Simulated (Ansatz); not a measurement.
Species: C₄H₆Si₂, net charge 0, singlet state. 
Geometry from a B3LYP-D3(BJ)/def2-TZVP (Ansatz, a first-principles code) optimisation:
SMILES: C#C[SiH2]C#C[SiH3]
```xyz
12

C     -3.6087     0.3719     0.0080
C     -2.6264    -0.3159     0.1278
Si    -1.1508    -1.3695     0.3120
C      0.3541    -0.3673     0.0680
C      1.3607     0.2909    -0.0927
Si     2.8718     1.2893    -0.3360
H     -4.4746     0.9809    -0.0981
H     -1.1876    -2.4455    -0.6984
H     -1.1316    -1.9534     1.6679
H      4.0579     0.4200    -0.1833
H      2.8544     1.8759    -1.6929
H      2.9104     2.3681     0.6742
```

Basis-set convergence of Hartree-Fock and CCSD(T) correlation energies (hartree) with Ansatz. Valence correlation only, unless marked. Spin-orbit coupling is left out. Non-relativistic.

| basis | functions | E(HF) | E(corr, CCSD(T)) |
|---|---|---|---|
| cc-pV(D+d)Z | 132 | -732.75607 | -0.77840 |
| cc-pV(T+d)Z | 282 | -732.82547 | -0.92878 |
| cc-pV(Q+d)Z | 528 | -732.84246 | -0.97706 |

Extrapolating the two largest sets (X = 3 and 4) as X^-3: E(corr) = (64·(-0.97706) - 27·(-0.92878))/37 = -1.0123 Eh, an estimate of the basis-set limit. The largest set recovers 96.5 % of it, the smallest 76.9 %.
